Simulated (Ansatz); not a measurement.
A CCSD(T) single point on CH$_{6}$AlBFNO.

```yaml
crystal:
  periodic: [false, false, false]
  atoms:
    - {symbol: B, position_ang: [-1.370587, -1.417560, 1.434842]}
    - {symbol: Al, position_ang: [0.468664, -0.591101, 0.763903]}
    - {symbol: O, position_ang: [0.619928, 1.213883, 0.749701]}
    - {symbol: C, position_ang: [0.481839, 1.430974, -0.548229]}
    - {symbol: N, position_ang: [0.448912, 0.076741, -1.193930]}
    - {symbol: F, position_ang: [-0.736107, 2.010566, -0.865758]}
    - {symbol: H, position_ang: [-1.734037, -1.349314, 2.577477]}
    - {symbol: H, position_ang: [-2.137527, -2.008384, 0.720734]}
    - {symbol: H, position_ang: [1.852748, -1.372410, 0.923284]}
    - {symbol: H, position_ang: [1.249189, 2.077404, -0.993604]}
    - {symbol: H, position_ang: [1.288958, -0.111837, -1.729181]}
    - {symbol: H, position_ang: [-0.355079, -0.014162, -1.805138]}
basis:
  gaussian: {orbitals: def2-SVP}
correlation: {method: ccsd_t}
```

```sh
$ ansatz run in.yaml --threads 4 --pin off --events-out ev --progress --plain
```

The program prints (abridged):

```
Functional definition: HF
1161 factors; integrals over basis functions are off by at most 1.2e-3 eV
mean field evaluation 1: about -14592.8887 eV, gradient 4.3e1 eV
mean field evaluation 2: about -14593.0008 eV, gradient 4.3e1 eV
mean field evaluation 4: about -14597.1014 eV, gradient 4.0e0 eV
mean field evaluation 8: about -14597.1598 eV, gradient 3.1e-1 eV
mean field -14597.16019383 eV, -536.4357428129 hartree, gradient 1.6e-6 eV, S^2 0.000000; 0 other end points of the search recorded, 0 dependent functions left out
10 core orbitals not correlated: weight in the atoms' cores, before any rotation towards them, 1.000 or more for the frozen orbitals, at most 0.000 for the correlated occupied ones
reference -14597.16019383 eV, -536.4357428129 hartree; 17, 17 occupied and 91, 91 virtual orbitals, 1161 factors
second order -22.19276847 eV of doubles, -0.00000000 eV of singles
cycle   1  -22.87412057 eV  change   -6.8e-1 eV  update   1.1e-1
cycle   2  -23.46770478 eV  change   -5.9e-1 eV  update   3.2e-2
cycle   3  -23.61514118 eV  change   -1.5e-1 eV  update   1.7e-2
cycle   4  -23.60746000 eV  change    7.7e-3 eV  update   4.0e-3
cycle   5  -23.60628130 eV  change    1.2e-3 eV  update   1.8e-3
cycle   6  -23.60680818 eV  change   -5.3e-4 eV  update   5.8e-4
cycle   7  -23.60657167 eV  change    2.4e-4 eV  update   2.5e-4
cycle   8  -23.60643592 eV  change    1.4e-4 eV  update   8.8e-5
cycle   9  -23.60646328 eV  change   -2.7e-5 eV  update   3.7e-5
cycle  10  -23.60648207 eV  change   -1.9e-5 eV  update   1.6e-5
perturbative correction -0.57954544 eV, -0.0212979021 hartree
Total energy: -14621.34622134 eV, -537.3245629299 hartree
```

It took 4 s on 4 threads of a server CPU on a shared host, with 0.73 GiB of host memory at the peak.

MP2 recovers 91.8 % of the CCSD(T) correlation energy and the triples give 2.4 %; T1 = 0.0119.
